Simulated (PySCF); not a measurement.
Cartesian coordinates in Å; atom numbers follow the order of the lines, from 1:
```xyz
23

C    -2.0943   -0.8210    1.2438
C    -1.8554   -0.2223    0.0811
C    -2.5598    0.8427   -0.7266
C    -1.1950    1.1596   -1.3795
C    -0.6525   -0.1998   -0.8478
C     0.7413   -0.2860   -0.3004
C     1.7247   -1.0287   -0.9622
C     3.0311   -1.0820   -0.4785
C     3.3748   -0.3908    0.6813
C     2.4027    0.3510    1.3530
C     1.0992    0.4015    0.8670
H    -1.3641   -1.5068    1.6829
H    -3.0194   -0.6380    1.7976
H    -3.2762    0.4111   -1.4457
H    -3.0678    1.6464   -0.1723
H    -1.1651    1.3173   -2.4671
H    -0.6906    2.0013   -0.8825
H    -0.7839   -0.9707   -1.6274
H     1.4595   -1.5749   -1.8720
H     3.7838   -1.6695   -1.0102
H     4.3972   -0.4326    1.0644
H     2.6624    0.8923    2.2663
H     0.3389    0.9733    1.4052
```

Level of theory: PBE0-D3(BJ)/def2-SVP structure, GIAO CAM-B3LYP/pcSseg-1 shieldings, in PySCF 2.14 (no relativistic terms, no solvent, one computed conformer, rapidly exchanging positions averaged).

δ = σ(ref) − σ, references computed at the same level: ¹³C (182.45 ppm) and ¹H (31.33 ppm) vs TMS.

```json
{"atoms": "C2", "nucleus": "¹³C", "count": "1", "δ (ppm)": "166.8"}
{"atoms": "H17", "nucleus": "¹H", "count": "1", "δ (ppm)": "1.72"}
{"atoms": "H13", "nucleus": "¹H", "count": "1", "δ (ppm)": "5.24"}
{"atoms": "C6", "nucleus": "¹³C", "count": "1", "δ (ppm)": "153.1"}
{"atoms": "H19/H23", "nucleus": "¹H", "count": "2", "δ (ppm)": "?"}
{"atoms": "H20/H22", "nucleus": "¹H", "count": "2", "δ (ppm)": "7.39"}
{"atoms": "H12", "nucleus": "¹H", "count": "1", "δ (ppm)": "?"}
{"atoms": "C9", "nucleus": "¹³C", "count": "1", "δ (ppm)": "?"}
{"atoms": "H16", "nucleus": "¹H", "count": "1", "δ (ppm)": "2.22"}
{"atoms": "H14", "nucleus": "¹H", "count": "1", "δ (ppm)": "?"}
{"atoms": "H21", "nucleus": "¹H", "count": "1", "δ (ppm)": "7.30"}
{"atoms": "C4", "nucleus": "¹³C", "count": "1", "δ (ppm)": "?"}
{"atoms": "C1", "nucleus": "¹³C", "count": "1", "δ (ppm)": "114.5"}
{"atoms": "C7/C11", "nucleus": "¹³C", "count": "2", "δ (ppm)": "137.9"}
{"atoms": "H18", "nucleus": "¹H", "count": "1", "δ (ppm)": "3.65"}
{"atoms": "C8/C10", "nucleus": "¹³C", "count": "2", "δ (ppm)": "137.5"}
{"atoms": "C5", "nucleus": "¹³C", "count": "1", "δ (ppm)": "52.3"}
{"atoms": "C3", "nucleus": "¹³C", "count": "1", "δ (ppm)": "30.5"}
{"atoms": "H15", "nucleus": "¹H", "count": "1", "δ (ppm)": "?"}
```

Fill in the missing shifts.

Answers


- C9: 135.9 ppm, aromatic CH; the aromatic region
- C4: 32.2 ppm, sp3 CH2 in a ring; a saturated carbon with 2 carbon neighbours and no heteroatom attached
- H19/H23: 7.39 ppm, hydrogen on an aromatic CH; ring-current deshielding
- H12: 5.03 ppm, hydrogen on a terminal =CH2 carbon; a vinylic proton, deshielded by the sp2 carbon and the C=C anisotropy
- H14: 2.70 ppm, hydrogen on an allylic sp3 CH2; allylic position
- H15: 2.49 ppm, hydrogen on an allylic sp3 CH2; allylic position

Shifts are as computed, not scaled to solution data. Of 1328 compounds with measured shifts, 309 miss one by over three times the rms of a fit or turn the order of signals round; such compounds aren't used in these exercises. Signals without a measured value on file couldn't be tested in this way.
